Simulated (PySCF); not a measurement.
C5H5FP2.
SMILES: `Cc1pccc(F)p1`

The calculation used PySCF, TDDFT wB97X-D/def2-SVPD, vertical, gas phase, core orbitals frozen in the response. Isolated species at its PBE0-D3(BJ)/def2-SVP geometry, gas phase.

Problem. List the vertical singlet excitations with oscillator strengths and describe the spectrum.

Solution. 

| state | λ (nm) | E (eV) | f | \|μ\| (D) | main configurations (H = HOMO, L = LUMO) |
| --- | --- | --- | --- | --- | --- |
| S1 | 303.2 | 4.09 | 0.013 | 0.90 | H→L+1 (36%), H→L (29%), H-1→L (26%) |
| S2 | 282.8 | 4.38 | 0.014 | 0.92 | H-2→L (95%) |
| S3 | 271.5 | 4.57 | 0.0038 | 0.47 | H-2→L+1 (96%) |
| S4 | 268.6 | 4.62 | 0.039 | 1.50 | H→L (53%), H→L+1 (22%), H-1→L (13%) |
| S5 | 234.2 | 5.29 | 0.288 | 3.79 | H-1→L+1 (33%), H-1→L (30%), H→L+1 (24%) |
| S6 | 229.8 | 5.39 | 0.309 | 3.89 | H-1→L+1 (46%), H-1→L (26%), H→L+1 (12%) |
| S7 | 226.3 | 5.48 | 0.0024 | 0.34 | H-3→L (96%) |
| S8 | 216.7 | 5.72 | 0.0081 | 0.61 | H-3→L+1 (98%) |
| S9 | 184.9 | 6.70 | 0.0000 | 0.03 | H→L+2 (66%), H→L+3 (19%) |
| S10 | 176.5 | 7.02 | 0.0003 | 0.12 | H-6→L (39%), H-5→L (34%) |

Triplets, Tamm–Dancoff:

```tsv
state	E (eV)	λ (nm)	main configurations (H = HOMO, L = LUMO)
T1	2.82	439.6	H→L (71%), H→L+1 (10%), H-1→L+1 (9%)
T2	3.48	355.9	H→L+1 (71%), H→L (17%), H-1→L+1 (9%)
T3	3.58	346.5	H-1→L (48%), H-1→L+1 (33%), H→L (10%)
T4	3.83	323.6	H-2→L (89%)
```

The lowest singlet comes at 303 nm (395 kJ/mol) in the ultraviolet; it is weak; its leading configuration is HOMO→LUMO+1 (36%). The most intense listed level is S6 at 5.39 eV (230 nm, f = 0.309), 1.31 eV above S1. Löwdin shares by element: HOMO phosphorus 37%, carbon 35% or more (atoms not listed hold the other 28%); LUMO phosphorus 39%, carbon 36% or more (atoms not listed hold the other 25%). The oscillator strengths of these states sum to 0.678; summed over the whole spectrum of an exact calculation they would give the number of electrons, 74 (Thomas–Reiche–Kuhn). The listed states span 2.94 eV, and the widest gap between neighbours is 0.98 eV (S8 to S9). Orbital energies (eV): HOMO-3 -10.60, HOMO-2 -9.43, HOMO-1 -9.38, HOMO -8.84, LUMO -0.52, LUMO+1 -0.23, LUMO+2 2.20. The vertical ionisation energy (ΔSCF) is 8.94 eV, 1.92 eV above S10. Only the lowest 10 singlets were computed, as vertical energies without vibronic structure.
